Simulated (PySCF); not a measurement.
Job file and geometry (Å, from GFN2-xTB) of an NMR shielding run on `C[SiH2]N([SiH3])[SiH2]/C=C\C#N`, C$_{4}$H$_{12}$N$_{2}$Si$_{3}$, GIAO PBE0/pcSseg-1 NMR shielding, non-relativistic, gas phase (PySCF); density fitting, a coarse starting grid and PySCF grid level 2 are the driver's defaults:

```
$ OMP_NUM_THREADS=1 python probes_run.py task.json out

{"job": {"kind": "nmr", "xc": "PBE0", "basis": "pcSseg-1"}, "charge": 0, "multiplicity": 1}
C      2.906219    -1.027600    -0.575117
Si     2.287442     0.319255     0.595461
N      0.556324     0.540349     0.441741
Si    -0.233524     1.707439     1.476837
Si    -0.363839    -0.412930    -0.688112
C     -2.100590     0.315127    -0.760207
C     -3.215162    -0.292526    -0.353956
C     -3.237834    -1.586977     0.198112
N     -3.304531    -2.637300     0.655725
H      2.763293    -0.754084    -1.615314
H      3.967122    -1.197757    -0.423310
H      2.391789    -1.968045    -0.408115
H      2.573819    -0.058467     1.984949
H      2.930903     1.600796     0.272766
H     -0.697044     2.833086     0.658496
H     -1.369266     1.063854     2.138381
H      0.750775     2.169092     2.449316
H      0.192227    -0.270930    -2.041120
H     -0.409428    -1.812679    -0.266326
H     -2.204033     1.312339    -1.168318
H     -4.193584     0.174901    -0.417657
```

Problem. Write the output of this run.

Solution. 
```
coarse grid: 18784 points
cycle   1  E = -1136.7557399646  dE =  8.182e-01  |g| = 6.513e-01  |ddm| = 4.258e+00
cycle   2  E = -1136.5753431994  dE =  1.804e-01  |g| = 1.111e+00  |ddm| = 1.471e+00
cycle   3  E = -1136.8418737699  dE = -2.665e-01  |g| = 2.229e-01  |ddm| = 1.018e+00
cycle   4  E = -1136.8519183170  dE = -1.004e-02  |g| = 7.151e-02  |ddm| = 1.855e-01
cycle   5  E = -1136.8528950163  dE = -9.767e-04  |g| = 2.785e-02  |ddm| = 8.163e-02
cycle   6  E = -1136.8530784010  dE = -1.834e-04  |g| = 4.764e-03  |ddm| = 2.885e-02
cycle   7  E = -1136.8530835306  dE = -5.130e-06  |g| = 1.328e-03  |ddm| = 4.562e-03
final grid: 167064 points
cycle   8  E = -1136.9002319021  dE = -2.707e-05  |g| = 7.614e-03  |ddm| = 2.751e-02
cycle   9  E = -1136.9002226672  dE =  9.235e-06  |g| = 9.959e-03  |ddm| = 1.479e-02
cycle  10  E = -1136.9002453431  dE = -2.268e-05  |g| = 1.603e-03  |ddm| = 8.643e-03
cycle  11  E = -1136.9002458994  dE = -5.563e-07  |g| = 4.769e-04  |ddm| = 1.430e-03
cycle  12  E = -1136.9002459409  dE = -4.154e-08  |g| = 2.165e-04  |ddm| = 4.613e-04
cycle  13  E = -1136.9002459505  dE = -9.580e-09  |g| = 4.105e-05  |ddm| = 1.703e-04
cycle  14  E = -1136.9002459509  dE = -3.738e-10  |g| = 1.227e-05  |ddm| = 4.488e-05
converged SCF energy = -1136.9002459509

GIAO shielding tensors (ppm)
atom      isotropic    diamagn.    paramagn.     s11        s22        s33       span
  0 C      191.988     256.230     -64.242    185.072    191.460    199.431     14.359
  1 Si     374.758     881.721    -506.962    327.673    372.515    424.087     96.414
  2 N      283.697     336.271     -52.573    266.695    283.721    300.677     33.982
  3 Si     402.365     881.855    -479.490    372.666    375.762    458.667     86.001
  4 Si     391.095     885.432    -494.337    368.388    380.812    424.085     55.697
  5 C       28.145     265.788    -237.642   -109.858     11.433    182.860    292.718
  6 C       59.938     253.154    -193.216    -59.269     79.857    159.227    218.496
  7 C       64.983     261.636    -196.653    -50.267    -47.136    292.353    342.620
  8 N      -63.124     340.359    -403.484   -206.726   -195.844    213.198    419.924
  9 H       31.042      32.626      -1.585     26.566     29.351     37.208     10.643
 10 H       31.532      27.911       3.621     27.137     27.594     39.865     12.728
 11 H       31.061      33.455      -2.393     26.328     29.730     37.127     10.799
 12 H       26.725      30.562      -3.838     22.705     25.576     31.893      9.188
 13 H       26.696      29.978      -3.282     22.576     25.431     32.082      9.507
 14 H       27.085      31.081      -3.996     23.506     25.002     32.748      9.242
 15 H       27.003      31.793      -4.790     22.972     26.344     31.694      8.722
 16 H       27.081      30.171      -3.091     23.385     25.906     31.951      8.566
 17 H       26.617      33.274      -6.657     22.712     26.118     31.021      8.309
 18 H       26.120      35.430      -9.310     21.785     25.533     31.042      9.257
 19 H       24.257      32.986      -8.728     19.864     24.983     27.924      8.060
 20 H       25.279      25.825      -0.545     22.263     24.962     28.613      6.349
```

Problem. Turn these shieldings into chemical shifts. δ = σ(ref) − σ, references computed at the same level: ¹³C (σref 186.93) and ²⁹Si (σref 349.16) and ¹H (σref 31.72) vs TMS; ¹⁵N (σref 267.73) vs NH3.

Solution. Averaging equivalent atoms: C 5: 158.8; C 6: 127.0; C 7: 121.9; C 0: -5.1; Si 1: -25.6; Si 4: -41.9; Si 3: -53.2; N 8: 330.9; N 2: -16.0; H 19: 7.46; H 20: 6.44; H 17/18: 5.35; H 12/13: 5.01; H 14/15/16: 4.66; H 9/10/11: 0.51 ppm. Experimental scales use liquid or dissolved standards, which lie at an offset from isolated NH3 (liquid NH3: subtract about 20 ppm). Unscaled 15N shifts of sp2 nitrogen come out 20 to 40 ppm too high even then.

Size and cost of the density-fitted run: 234 basis functions, 74 s wall time on 1 thread of an Intel Xeon, shared host; peak memory 1.1 GiB.
